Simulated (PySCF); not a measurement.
4-hydroxypyridine, C5H5NO.
Structure used (PBE0-D3(BJ)/def2-TZVP), in Å, numbered top down from 1:
```xyz
12
C5H5NO angstrom
O      2.1225   -0.8233   -0.0578
C      0.8608   -0.3516   -0.0287
C     -0.1680   -1.1924   -0.4328
C     -1.4604   -0.7016   -0.4029
N     -1.7913    0.5265   -0.0112
C     -0.7940    1.3144    0.3713
C      0.5385    0.9354    0.3836
H      2.7283   -0.1403    0.2454
H      0.0485   -2.2011   -0.7608
H     -2.2821   -1.3405   -0.7147
H     -1.0678    2.3165    0.6904
H      1.3062    1.6305    0.7082
```

All values: wB97X-D/pcSseg-2 (PySCF, non-relativistic), on one gas-phase PBE0-D3(BJ)/def2-TZVP geometry that isn't relaxed in the solvent. The solvent is an IEF-PCM continuum (van der Waals radii × 1.2). Only the electrostatic response of the medium enters.

Gas phase at wB97X-D/pcSseg-2: HOMO -9.24 eV, LUMO 1.22 eV, dipole 2.75 D.

Question: What does the continuum do to the energy, the frontier levels and the dipole at wB97X-D/pcSseg-2 in chloroform?

Answer: 
```json
{"solvent": "chloroform", "ε": "4.711", "E(solvent) − E(gas) (kJ/mol)": "-25.04", "polarisation term (kJ/mol)": "-28.53", "distortion of the solute (kJ/mol)": "3.49", "HOMO (eV)": "-9.21", "LUMO (eV)": "1.26", "dipole (D)": "3.54"}
```

The first energy column is the sum of the next two and covers electrostatics alone.

Question: Which radius a makes the point-dipole formula ΔE = −[(ε − 1)/(2ε + 1)]·μ²/a³ give the value in chloroform, with the gas-phase dipole?

Answer: μ = 1.082 au and |ΔE| = 0.00954 Eh give a = 1.86 Å; the farthest nucleus lies 2.74 Å from the centroid of the nuclei, so such a sphere wouldn't even hold the nuclei. The formula assumes a rigid point dipole at the centre of a sphere.

Question: Give the dipole vector in the frame of the coordinates (D, pointing from negative to positive charge), gas and chloroform.

Answer: Gas (2.68, 0.46, 0.45), solvent (3.45, 0.54, 0.56). Its length changes by +29 % and its direction by less than 1°.

wB97X-D is run here without its empirical dispersion term; that term would change no orbital, density or response property at a fixed geometry.
